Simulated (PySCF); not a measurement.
Zero-point energy (kcal/mol) of eight silicon and germanium compounds: PBE-D3(BJ) beside B3LYP-D3(BJ), computed with PySCF for isolated molecules in the bases named; differences from unrounded values. The eight are the first of their class met in an unordered collection, after screening for sound electronic states; none was chosen by its value. Each level has its own optimised geometry.

```
molecule                                                     basis  B3LYP-D3(BJ)  PBE-D3(BJ)  difference
-------------------------------------------------------  ---------  ------------  ----------  ----------
H₂OSi, SMILES O=[SiH2]                                   def2-TZVP         11.56       11.09       -0.48
Si(CF3)(F)3 (CF6Si), SMILES F[Si](F)(F)C(F)(F)F           def2-SVP         15.00       14.45       -0.55
C3H10OSi, SMILES CC([SiH2]O)C                             def2-SVP         77.86       75.79       -2.06
C3H10OSi, SMILES CC(C)(O)[SiH3]                           def2-SVP         76.28       74.07       -2.21
Si(F)(Cl)(Et)(OH) (C2H6ClFOSi), SMILES [Si](F)(CC)(Cl)O   def2-SVP         53.18       51.84       -1.35
C₂H₆ClFSi₂, SMILES C(=C/[SiH2]F)(/Cl)[SiH3]               def2-SVP         43.00       41.57       -1.42
CH₈FNOSi₂, SMILES C[Si@H](N)[Si@@H](O)F                   def2-SVP         61.35       59.77       -1.59
C2H6N2OSi, SMILES O=C=N[Si@@H](C)N                        def2-SVP         53.69       52.32       -1.38
```

PBE-D3(BJ) lies below B3LYP-D3(BJ) in 8 and above it in 0 of the eight; the mean signed difference is -1.38 and the largest -2.21 kcal/mol.
